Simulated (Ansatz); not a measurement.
## Two structures, one formula

The two ends of one reaction step of SnH6Se, closed shell (PBE0-D4/def2-TZVP).

A:

```
8
angstrom
Sn -0.8998 0.9009 -0.1685
H 0.6801 -3.0007 0.2389
H -1.0328 2.2974 -1.1375
H -2.0164 0.9350 1.1153
H -1.0958 -0.4993 -1.1204
H 0.9173 -2.3277 0.4625
Se 1.3739 0.8591 0.9505
H 2.0735 0.8353 -0.3410
```

B:

```
8
angstrom
Sn -1.3697 -0.1437 -0.5674
H -0.2791 -1.4489 -0.6717
H -0.6911 1.2416 -1.2885
H -1.7565 0.1676 1.0607
H -2.7987 -0.5596 -1.4087
H 2.1974 -0.6701 1.5607
Se 2.0251 0.7655 1.3131
H 2.6725 0.6476 0.0018
```

Ansatz 0.2.0; basis: def2-TZVPP; cores frozen in the correlated methods. Filled d shells of the heavier atoms are correlated. Core potentials replace the inner electrons of the atoms past krypton. The def2 sets are not built for correlating such inner shells, so the correlated values are less sure here. B3LYP uses VWN-RPA correlation.

(1) Which structure is lower at CCSD(T), and by how much? (Judge from chemistry; the value comes from the calculation.)

T1 diagnostic: at most 0.012.

## Answers

(1) The calculation gives: A, by 0.472 eV (electronic energy, against the other). By their contacts, A is a complex of SnH₄Se ([SeH][SnH3]) + H₂ and B is a complex of H₂Se + SnH₄.

All methods give the same order:

| method | E(B) − E(A) (eV) |
| --- | --- |
| SPW92 | 0.443 |
| PBE-D4 | 0.561 |
| BLYP-D4 | 0.561 |
| r2SCAN-D4 | 0.562 |
| B97M-V | 0.387 |
| PBE0-D4 | 0.542 |
| B3LYP-D4 | 0.539 |
| r2SCAN0-D4 | 0.549 |
| BHLYP-D4 | 0.524 |
| CAM-B3LYP-D4 | 0.458 |
| wB97X-V | 0.489 |
| wB97M-V | 0.500 |
| B2PLYP | 0.534 |
| PBE-QIDH | 0.545 |
| RPA on PBE | 0.423 |
| HF | 0.447 |
| MP2 | 0.584 |
| CCSD | 0.442 |
| CCSD(T) | 0.472 |

Labels in which every atom is bracketed show which atoms are joined, not bond orders.

For scale, one of the runs: CCSD(T)/def2-TZVPP, 182 basis functions, launched by `ansatz run in.yaml --threads 4 --pin off --events-out ev --progress --plain --max-ram 9574MiB`. Hardware: 4 CPU threads of an AMD EPYC 7R43, shared host. Wall time 42 s; peak host memory 2 GiB.
